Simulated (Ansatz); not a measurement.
Relaxation of H₇IN₂Si₂ (12 atoms, charge 0, multiplicity 1), to a largest force component of 0.015 eV/Å in at most 40 steps.

Theory: Ansatz, RKS PBE0-D4/def2-SVP.

```xyz
12
Properties=species:S:1:pos:R:3
N 1.132 -1.483 0.318
Si 0.389 0.086 0.094
N 0.485 0.079 -1.608
Si -1.657 0.411 0.962
I 1.988 1.734 0.861
H 2.070 -1.383 0.066
H 0.692 -2.052 -0.385
H 0.122 0.934 -1.981
H 1.503 0.169 -1.810
H -2.666 -0.647 0.496
H -1.736 0.369 2.475
H -2.246 1.729 0.545
```

Question: Where does it end, and by what steps?

Answer: The forces met the threshold. After 18 steps the energy has fallen by 0.883 eV; H6 moved furthest, 0.99 Å.

| step | energy less start (eV) | largest force component (eV/Å) | accepted |
| --- | --- | --- | --- |
| 0 | 0.0000 | 2.210 | yes |
| 1 | -0.5640 | 1.014 | yes |
| 2 | -0.6741 | 0.810 | yes |
| 3 | -0.7424 | 0.669 | yes |
| 4 | -0.7923 | 0.516 | yes |
| 5 | -0.8266 | 0.247 | yes |
| 6 | -0.6428 | 0.728 | no |
| 7 | -0.8405 | 0.421 | yes |
| 8 | -0.8532 | 0.208 | yes |
| 9 | -0.8603 | 0.090 | yes |
| 10 | -0.7996 | 1.976 | no |
| 11 | -0.8713 | 0.257 | yes |
| 12 | -0.8780 | 0.198 | yes |
| 13 | -0.8778 | 0.389 | no |
| 14 | -0.8814 | 0.096 | yes |
| 15 | -0.8821 | 0.067 | yes |
| 16 | -0.8828 | 0.046 | yes |
| 17 | -0.8831 | 0.038 | yes |
| 18 | -0.8834 | 0.007 | yes |

```xyz
12
Properties=species:S:1:pos:R:3
N 1.316 -1.424 0.144
Si 0.510 0.080 -0.061
N 0.367 0.335 -1.751
Si -1.603 0.412 0.903
I 1.971 1.687 1.181
H 1.828 -1.624 0.995
H 0.935 -2.261 -0.285
H -0.228 1.074 -2.107
H 1.185 0.200 -2.339
H -2.591 -0.596 0.400
H -1.501 0.283 2.388
H -2.112 1.779 0.566
```

The run took 73 s on 2 threads of Intel(R) Xeon(R) Platinum 8488C (Sapphire Rapids), with other jobs on the host, peak memory 0.36 GiB.
